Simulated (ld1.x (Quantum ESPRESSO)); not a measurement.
LDA (PZ) TM dataset for hydrogen, non-relativistic all-electron reference.

- Element: H (Z = 1)
- Generator: ld1.x (Quantum ESPRESSO) 7.5
- Type: norm-conserving Troullier–Martins (Kleinman–Bylander form)
- Functional: LDA (PZ)
- Relativity: non-relativistic
- Frozen core: none
- Valence charge: 1
- Reference configuration: 1s1
- Partial waves: 1s (bound): rc 0.70 bohr
- Local potential: all-electron potential smoothed inside 0.55 bohr (lloc = -1)
- Core correction: none

All-electron outer shells of the reference configuration (LDA (PZ), non-relativistic, ld1.x):

```csv
shell,level (eV),outermost node (bohr),outermost maximum (bohr)
1s,-6.36,–,1.05
```

What the tests gave:

* Cutoffs needed: 30 Ry and 70 Ry (the cutoffs (Ry, on a coarse ladder) from which the occupation-weighted sum of valence levels, in a spherical-Bessel basis at the reference potential, stays within 10 and 1 mRy of its value at 400 Ry)
* Ghost test: no extra level below or beside the all-electron valence levels (s, p, d, f tested) (spherical-Bessel basis up to 400 Ry, 20 bohr box)

Generation and tests took about 0.22 s on one core of a shared server CPU.
